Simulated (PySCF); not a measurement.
C4H9FSi, SMILES C[SiH](C)/C=C\F. Heavy atoms are numbered as in [CH3:1][SiH:2]([CH3:3])/[CH:4]=[CH:5]\[F:6]. Hydrogens are named by the atom that carries them.

Geometry optimised at PBE0-D3(BJ)/def2-SVP. The structure was generated by enumeration; whether it is a known compound was not checked. Other conformers were not sampled.

Level of theory: PBE/pcSseg-1 (PySCF).

GIAO shieldings, no solvent; atoms alike by connectivity are averaged. δ = σ(ref) − σ: ¹³C against TMS (σ = 182.0 ppm); ²⁹Si against TMS (σ = 335.4 ppm); ¹⁹F against CFCl3 (σ = 133.6 ppm); ¹H against TMS (σ = 31.49 ppm), references at their B3LYP-D3(BJ)/def2-TZVP geometries, non-relativistic.

Question: Estimate the chemical shifts. (The exact figures need the calculation; the answer reports its results.)

Answer: 
```csv
nucleus,atoms,count,δ (ppm)
¹³C,C5 (CH),1,170.3
¹³C,C4 (CH),1,109.4
¹³C,C1 (CH3),2,-0.6
²⁹Si,Si2 (SiH),1,-27.8
¹⁹F,F6,1,-101.9
¹H,H on C5,1,7.43
¹H,H on C4,1,5.24
¹H,H on Si2,1,4.61
¹H,H on C1,6,0.61
```
